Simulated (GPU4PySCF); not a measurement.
A structure optimised at PBE-D3(BJ)/def2-SVP, used in a GPU4PySCF frequency run:

```xyz
42

C      3.8739    -4.6417     0.0000
C      4.8536    -3.6049     0.0000
C      4.4754    -2.2720     0.0000
C      3.0913    -1.9250     0.0000
N      2.7239    -0.6213     0.0000
C      1.4219    -0.3478     0.0000
C      0.4277    -1.3999     0.0000
N      0.7745    -2.6844     0.0000
C      2.0970    -2.9774     0.0000
C      2.5217    -4.3395     0.0000
C     -1.0121    -1.0575     0.0000
N     -1.9000    -2.0484     0.0000
C     -3.2128    -1.7147     0.0000
C     -4.2053    -2.7398     0.0000
C     -5.5488    -2.4009     0.0000
C     -5.9568    -1.0341     0.0000
C     -5.0190    -0.0141     0.0000
C     -3.6269    -0.3273     0.0000
N     -2.7120     0.6715     0.0000
C     -1.4262     0.3295     0.0000
C     -0.4097     1.4053     0.0000
N     -0.8239     2.6696     0.0000
C      0.1214     3.6397     0.0000
C     -0.2701     5.0118     0.0000
C      0.6951     6.0058     0.0000
C      2.0829     5.6758     0.0000
C      2.4973     4.3537     0.0000
C      1.5300     3.3047     0.0000
N      1.9375     2.0129     0.0000
C      0.9985     1.0704     0.0000
H      4.2018    -5.6924     0.0000
H      5.9212    -3.8727     0.0000
H      5.2068    -1.4508     0.0000
H      1.7433    -5.1163     0.0000
H     -3.8599    -3.7838     0.0000
H     -6.3144    -3.1916     0.0000
H     -7.0306    -0.7926     0.0000
H     -5.3025     1.0484     0.0000
H     -1.3469     5.2346     0.0000
H      0.3933     7.0642     0.0000
H      2.8289     6.4850     0.0000
H      3.5592     4.0679     0.0000
```

**Question.** Write its SMILES, formula and point group.

**Answer.** c1ccc2nc3c(nc2c1)c1nc2ccccc2nc1c1nc2ccccc2nc31, C24H12N6, C3h

**Question.** What are its rotational constants (standard atomic weights)?

**Answer.** 0.15097, 0.15097, 0.075483 GHz
